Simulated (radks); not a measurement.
The table gives one normalised radial function P(r) = r R(r) (large component) of Pm19+ in [Kr] 4d6 (r in bohr). Method: Dirac Kohn-Sham, PBE, spin-unpolarised, spherical densities, point nucleus; open shells are shared between the two j in proportion to 2j + 1; computed with a radial shooting solver on a logarithmic mesh with Libxc functionals.

r          P
0.001188  0.0000
0.001351  0.0001
0.001523  0.0001
0.001731  0.0001
0.001952  0.0002
0.002218  0.0002
0.002501  0.0003
0.002842  0.0004
0.003205  0.0005
0.003642  0.0007
0.004107  0.0010
0.00463   0.0013
0.005263  0.0018
0.005934  0.0025
0.006744  0.0034
0.007604  0.0046
0.008642  0.0065
0.009744  0.0088
0.01107   0.0123
0.01249   0.0167
0.01419   0.0232
0.016     0.0314
0.01819   0.0434
0.0205    0.0584
0.02312   0.0783
0.02628   0.1065
0.02963   0.1412
0.03367   0.1894
0.03796   0.2475
0.04315   0.3259
0.04865   0.4176
0.05529   0.5373
0.06234   0.6716
0.07085   0.8388
0.07989   1.0163
0.09007   1.2100
0.1024    1.4264
0.1154    1.6276
0.1312    1.8250
0.1479    1.9774
0.1681    2.0863
0.1895    2.1224
0.2154    2.0788
0.2429    1.9582
0.2761    1.7520
0.3113    1.5026
0.3538    1.2037
0.3989    0.9208
0.4497    0.6608
0.5111    0.4288
0.5763    0.2632
0.655     0.1417
0.7385    0.0715
0.8394    0.0304
0.9464    0.0120
1.076     0.0038
1.213     0.0011
1.378     0.0002
1.554     0.0000
1.766     0.0000
1.991     0.0000

Which n and l does it have? It may be an empty orbital.

Answer. n = 3, l = 2: the number of nodes gives n - l - 1 = 0, the rise at small r points to l (for j = l - 1/2 the large component starts as r^gamma with gamma = sqrt(l^2 - (Z/c)^2) = 1.95 and the r^(l+1) term takes over further out; the orbital of l - 1 with the same j starts with the same power, but with a larger coefficient, and does not steepen), and the extent must fit the shell. The curve is that of 3d3/2; the two j differ most near the nucleus, where j = l - 1/2 has the larger amplitude, and in heavy atoms j = l - 1/2 is also the more compact. 3d3/2: eigenvalue -1511.9 eV, 0 radial nodes, <r> = 0.233 bohr, 90 % of the charge inside 0.363 bohr.
